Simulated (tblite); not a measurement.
Parent: `[CH2:1]=[C:2]([CH2:3][CH2:4][F:5])[SiH2:6][OH:7]` with C1–C2–C3–C4 100°, C2–C3–C4–F5 73°, C1–C2–Si6–O7 -107°, C2–Si6–O7–H -52°, C4H9FOSi.

Computed geometry: GFN2-xTB, gas phase. One conformer each, not checked by frequencies here.

```
coordinate of the parent    value
                   C1=C2  1.325 Å
                   C2–C3  1.509 Å
                   C3–C4  1.525 Å
                   C4–F5  1.380 Å
                  C2–Si6  1.900 Å
                  Si6–O7  1.621 Å
                C1–C2–C3   119.4°
               C1–C2–Si6   122.1°
               C3–C2–Si6   118.6°
                C2–C3–C4   112.2°
                C3–C4–F5   111.3°
               C2–Si6–O7   113.2°
```

Task: How does the shared frame change in `[CH2:1]=[C:2]([CH3:3])/[CH:4]=[C:5](\[CH2:6][CH2:7][F:8])[SiH2:9][OH:10]` with C1–C2–C4–C5 48°, C4–C5–C6–C7 -105°, C5–C6–C7–F8 -76°, C4–C5–Si9–O10 -168°, C5–Si9–O10–H -59°, C7H13FOSi? Atoms pair as C1 = C4, C2 = C5, C3 = C6, C4 = C7, F5 = F8, Si6 = Si9, O7 = O10 (parent first).

Result: 
```json
{"parent": "C1=C2", "relative": "C4=C5", "value in the relative": "1.336 Å", "change": "+0.011"}
{"parent": "C2–C3", "relative": "C5–C6", "value in the relative": "1.506 Å", "change": "-0.003"}
{"parent": "C3–C4", "relative": "C6–C7", "value in the relative": "1.526 Å", "change": "+0.001"}
{"parent": "C4–F5", "relative": "C7–F8", "value in the relative": "1.381 Å", "change": "+0.001"}
{"parent": "C2–Si6", "relative": "C5–Si9", "value in the relative": "1.898 Å", "change": "-0.002"}
{"parent": "Si6–O7", "relative": "Si9–O10", "value in the relative": "1.621 Å", "change": "0.000"}
{"parent": "C1–C2–C3", "relative": "C4–C5–C6", "value in the relative": "122.1°", "change": "+2.7"}
{"parent": "C1–C2–Si6", "relative": "C4–C5–Si9", "value in the relative": "119.8°", "change": "-2.3"}
{"parent": "C3–C2–Si6", "relative": "C6–C5–Si9", "value in the relative": "118.1°", "change": "-0.5"}
{"parent": "C2–C3–C4", "relative": "C5–C6–C7", "value in the relative": "112.3°", "change": "+0.1"}
{"parent": "C3–C4–F5", "relative": "C6–C7–F8", "value in the relative": "110.9°", "change": "-0.4"}
{"parent": "C2–Si6–O7", "relative": "C5–Si9–O10", "value in the relative": "111.8°", "change": "-1.4"}
```

Of the parent's bonds, C1–C2 changes most (+0.011 Å). Bonds of the relative outside the shared frame: C1=C2 1.329, C2–C3 1.502, C2–C4 1.465 Å. Point group C1 → C1.

Task: How does the shared frame change in `[CH3:1][CH2:2]/[CH:3]=[C:4](/[CH2:5][CH2:6][F:7])[SiH2:8][OH:9]` with C1–C2–C3–C4 -122°, C3–C4–C5–C6 101°, C4–C5–C6–F7 -66°, C3–C4–Si8–O9 176°, C4–Si8–O9–H -178°, C6H13FOSi? Atoms pair as C1 = C3, C2 = C4, C3 = C5, C4 = C6, F5 = F7, Si6 = Si8, O7 = O9 (parent first).

Result: 
```
   parent   relative  value in the relative  change
    C1=C2      C3=C4                1.329 Å  +0.004
    C2–C3      C4–C5                1.507 Å  -0.002
    C3–C4      C5–C6                1.524 Å  -0.001
    C4–F5      C6–F7                1.377 Å  -0.003
   C2–Si6     C4–Si8                1.884 Å  -0.016
   Si6–O7     Si8–O9                1.634 Å  +0.013
 C1–C2–C3   C3–C4–C5                 119.6°    +0.2
C1–C2–Si6  C3–C4–Si8                 123.4°    +1.3
C3–C2–Si6  C5–C4–Si8                 117.0°    -1.6
 C2–C3–C4   C4–C5–C6                 110.7°    -1.5
 C3–C4–F5   C5–C6–F7                 110.7°    -0.6
C2–Si6–O7  C4–Si8–O9                 103.5°    -9.7
```

Of the parent's bonds, C2–Si6 changes most (-0.016 Å). Bonds of the relative outside the shared frame: C1–C2 1.528, C2–C3 1.492 Å. Point group C1 → C1.

Task: How does the shared frame change in `[OH:1][SiH2:2]/[C:3](=[CH:4]\[CH2:5][SiH3:6])[CH2:7][CH2:8][F:9]` with H–O1–Si2–C3 51°, O1–Si2–C3–C4 93°, C3–C4–C5–Si6 97°, Si2–C3–C7–C8 88°, C3–C7–C8–F9 -67°, C5H13FOSi2? Atoms pair as C1 = C4, C2 = C3, C3 = C7, C4 = C8, F5 = F9, Si6 = Si2, O7 = O1 (parent first).

Result: 
| parent | relative | value in the relative | change |
| --- | --- | --- | --- |
| C1=C2 | C4=C3 | 1.332 Å | +0.007 |
| C2–C3 | C3–C7 | 1.512 Å | +0.003 |
| C3–C4 | C7–C8 | 1.526 Å | +0.001 |
| C4–F5 | C8–F9 | 1.380 Å | 0.000 |
| C2–Si6 | C3–Si2 | 1.895 Å | -0.005 |
| Si6–O7 | Si2–O1 | 1.624 Å | +0.003 |
| C1–C2–C3 | C4–C3–C7 | 118.4° | -1.0 |
| C1–C2–Si6 | C4–C3–Si2 | 125.5° | +3.4 |
| C3–C2–Si6 | C7–C3–Si2 | 116.1° | -2.5 |
| C2–C3–C4 | C3–C7–C8 | 111.3° | -0.9 |
| C3–C4–F5 | C7–C8–F9 | 111.1° | -0.2 |
| C2–Si6–O7 | C3–Si2–O1 | 112.4° | -0.8 |

Of the parent's bonds, C1–C2 changes most (+0.007 Å). Bonds of the relative outside the shared frame: C4–C5 1.484, C5–Si6 1.910 Å. Point group C1 → C1.
